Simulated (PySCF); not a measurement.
# Basis-set dependence of population analyses: `BNBCl`

B₂ClH₄N.
Atom-mapped SMILES: `[BH2:1][NH:2][BH:3][Cl:4]` (hydrogens: H5, H6 on B1; H7 on N2; H8 on B3)

PBE0 throughout (PySCF), one geometry, spherical d and f functions. One conformer (not necessarily the lowest) at the PBE0-D3(BJ)/def2-SVP geometry, without solvent, vibrations or thermal averaging. Atoms taken as equivalent share a column and are averaged.

Mulliken charges (e):

```csv
basis,functions,B1,N2,B3,Cl4,H5/H6,H7,H8
STO-3G,28,+0.206,-0.429,+0.300,-0.205,-0.043,+0.229,-0.015
6-31G,48,+0.271,-0.723,+0.257,-0.124,-0.032,+0.354,+0.030
pcSseg-0,48,+0.206,-0.848,+0.396,-0.246,+0.028,+0.348,+0.088
6-31G*,68,+0.108,-0.523,+0.200,-0.163,-0.009,+0.360,+0.037
cc-pVDZ,80,-0.043,+0.114,+0.005,-0.125,-0.030,+0.106,+0.002
def2-SVP,80,+0.011,-0.025,+0.044,-0.114,-0.029,+0.152,-0.010
pcSseg-1,95,+0.167,-0.496,+0.324,-0.240,-0.006,+0.217,+0.041
aug-cc-pVDZ,132,-1.082,+0.076,-0.220,-0.275,+0.512,+0.010,+0.467
"6-311+G(2d,p)",140,+0.099,-0.475,+0.339,-0.247,-0.005,+0.261,+0.033
def2-TZVP,154,0.000,-0.248,+0.117,-0.156,+0.013,+0.227,+0.034
cc-pVTZ,180,-0.076,-0.007,+0.020,-0.117,+0.004,+0.158,+0.014
IGLO-III,189,+0.262,-0.528,+0.334,-0.116,-0.058,+0.224,-0.059
```

IAO charges (e):

| basis | functions | B1 | N2 | B3 | Cl4 | H5/H6 | H7 | H8 |
| --- | --- | --- | --- | --- | --- | --- | --- | --- |
| STO-3G | 28 | +0.097 | -0.401 | +0.101 | -0.063 | +0.002 | +0.241 | +0.021 |
| 6-31G | 48 | +0.059 | -0.434 | +0.123 | -0.085 | +0.012 | +0.282 | +0.030 |
| pcSseg-0 | 48 | +0.051 | -0.410 | +0.120 | -0.084 | +0.010 | +0.277 | +0.025 |
| 6-31G* | 68 | +0.080 | -0.444 | +0.154 | -0.092 | +0.004 | +0.277 | +0.018 |
| cc-pVDZ | 80 | +0.055 | -0.428 | +0.144 | -0.089 | +0.008 | +0.280 | +0.020 |
| def2-SVP | 80 | +0.063 | -0.425 | +0.144 | -0.080 | +0.003 | +0.278 | +0.014 |
| pcSseg-1 | 95 | +0.063 | -0.434 | +0.144 | -0.088 | +0.008 | +0.280 | +0.020 |
| aug-cc-pVDZ | 132 | +0.058 | -0.439 | +0.149 | -0.092 | +0.009 | +0.285 | +0.021 |
| 6-311+G(2d,p) | 140 | +0.062 | -0.445 | +0.149 | -0.090 | +0.008 | +0.286 | +0.021 |
| def2-TZVP | 154 | +0.064 | -0.446 | +0.152 | -0.090 | +0.007 | +0.285 | +0.020 |
| cc-pVTZ | 180 | +0.062 | -0.446 | +0.153 | -0.091 | +0.008 | +0.286 | +0.020 |
| IGLO-III | 189 | +0.062 | -0.447 | +0.148 | -0.086 | +0.008 | +0.287 | +0.020 |

Hirshfeld charges (e):

| basis | functions | B1 | N2 | B3 | Cl4 | H5/H6 | H7 | H8 |
| --- | --- | --- | --- | --- | --- | --- | --- | --- |
| STO-3G | 28 | +0.162 | -0.149 | +0.235 | -0.182 | -0.069 | +0.126 | -0.055 |
| 6-31G | 48 | +0.142 | -0.185 | +0.160 | -0.102 | -0.055 | +0.136 | -0.042 |
| pcSseg-0 | 48 | +0.147 | -0.185 | +0.157 | -0.081 | -0.059 | +0.132 | -0.052 |
| 6-31G* | 68 | +0.141 | -0.185 | +0.167 | -0.107 | -0.056 | +0.139 | -0.043 |
| cc-pVDZ | 80 | +0.144 | -0.192 | +0.161 | -0.086 | -0.059 | +0.138 | -0.048 |
| def2-SVP | 80 | +0.146 | -0.199 | +0.159 | -0.072 | -0.060 | +0.138 | -0.052 |
| pcSseg-1 | 95 | +0.154 | -0.209 | +0.172 | -0.089 | -0.057 | +0.133 | -0.047 |
| aug-cc-pVDZ | 132 | +0.151 | -0.220 | +0.168 | -0.080 | -0.054 | +0.134 | -0.044 |
| 6-311+G(2d,p) | 140 | +0.157 | -0.223 | +0.167 | -0.080 | -0.056 | +0.135 | -0.044 |
| def2-TZVP | 154 | +0.152 | -0.218 | +0.167 | -0.081 | -0.056 | +0.136 | -0.045 |
| cc-pVTZ | 180 | +0.151 | -0.214 | +0.168 | -0.084 | -0.056 | +0.137 | -0.046 |
| IGLO-III | 189 | +0.151 | -0.224 | +0.163 | -0.068 | -0.054 | +0.133 | -0.046 |

Some averages cover members that differ in this geometry, most widely: H5/H6, Mulliken in aug-cc-pVDZ +0.413 to +0.610 e.

Task: Which scheme is steadiest as the basis changes?

Result: Largest range over the bases for any column: IAO 0.05 e, Hirshfeld 0.11 e, Mulliken 1.35 e. IAO charges move least and Mulliken charges most, counted in e. Without the minimal STO-3G basis the ranges are IAO 0.04, Hirshfeld 0.04, Mulliken 1.35 e.

Task: How much do the charges still move between the two largest bases, cc-pVTZ and IGLO-III?

Result: At most, over all atoms: Mulliken 0.521 e, IAO 0.006 e, Hirshfeld 0.016 e.

Task: What do the same runs give for the total energy, the frontier levels and the dipole moment?

Result: 
| basis | energy (Eh) | HOMO (eV) | LUMO (eV) | μ (D) |
| --- | --- | --- | --- | --- |
| STO-3G | -560.5533 | -7.16 | 1.02 | 1.44 |
| 6-31G | -566.8019 | -8.95 | -1.29 | 1.38 |
| pcSseg-0 | -566.1105 | -9.08 | -1.48 | 1.35 |
| 6-31G* | -566.8444 | -8.89 | -1.17 | 1.19 |
| cc-pVDZ | -566.8786 | -8.88 | -1.32 | 1.08 |
| def2-SVP | -566.6474 | -8.84 | -1.29 | 1.07 |
| pcSseg-1 | -566.8362 | -9.03 | -1.44 | 1.11 |
| aug-cc-pVDZ | -566.8857 | -9.00 | -1.47 | 1.02 |
| 6-311+G(2d,p) | -566.9112 | -9.01 | -1.46 | 1.04 |
| def2-TZVP | -566.9195 | -8.98 | -1.41 | 1.02 |
| cc-pVTZ | -566.9249 | -8.98 | -1.40 | 1.03 |
| IGLO-III | -566.9196 | -8.96 | -1.41 | 0.99 |

The dipole is fixed by the density alone, so its range of 0.45 D shows that the density itself changes with the basis, not only its division among atoms.
